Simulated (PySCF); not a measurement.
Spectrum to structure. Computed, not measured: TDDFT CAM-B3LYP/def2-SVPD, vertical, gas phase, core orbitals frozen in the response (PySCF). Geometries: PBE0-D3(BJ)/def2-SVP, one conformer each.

```
state  E (eV)  λ (nm)       f
   S1    4.93   251.5  0.0010
   S2    5.17   239.6   0.209
   S3    5.61   221.1   0.033
   S4    6.18   200.6  0.0022
   S5    6.32   196.2  0.0023
   S6    6.50   190.7  0.0001
   S7    6.51   190.5   0.017
   S8    6.59   188.0   0.031
   S9    6.96   178.1   0.263
  S10    7.08   175.2   0.127
```

Question: Which candidate is it?
A. `CB(C)N[SiH2]N`
B. `C[B@@H-]([PH3+])C#N`
C. `CC#[N+][BH2-]P`

Answer: C. Its S1, at 4.93 eV, is the lowest among the candidates; the nearest of the others has S1 at 6.59 eV. S1 is HOMO→LUMO+2 (92%). Löwdin shares by element: HOMO phosphorus 64%, hydrogen 13% or more, boron 12%; LUMO carbon 50%, nitrogen 20%, hydrogen 13% or more (atoms not listed hold the other 17%). At the same level the other candidates give, for their lowest levels:
- `CB(C)N[SiH2]N`: 6.59 eV (f 0.032); 7.27 eV (f 0.009); 7.41 eV (f 0.001); 7.55 eV (f 0.034); 7.73 eV (f 0.202); T1 6.22 eV; HOMO -8.94, LUMO 0.97 eV
- `C[B@@H-]([PH3+])C#N`: 6.82 eV (f 0.006); 7.20 eV (f 0.040); 7.41 eV (f 0.025); 7.51 eV (f 0.009); 7.66 eV (f 0.053); T1 5.89 eV; HOMO -9.74, LUMO 0.38 eV

Shape of the structure used: `[CH3:1][C:2]#[N+:3][BH2-:4][PH2:5]`: H–P5–B4–N3 47°, H–P5–B4–N3 -48°.
Triplets come from the Tamm–Dancoff approximation.
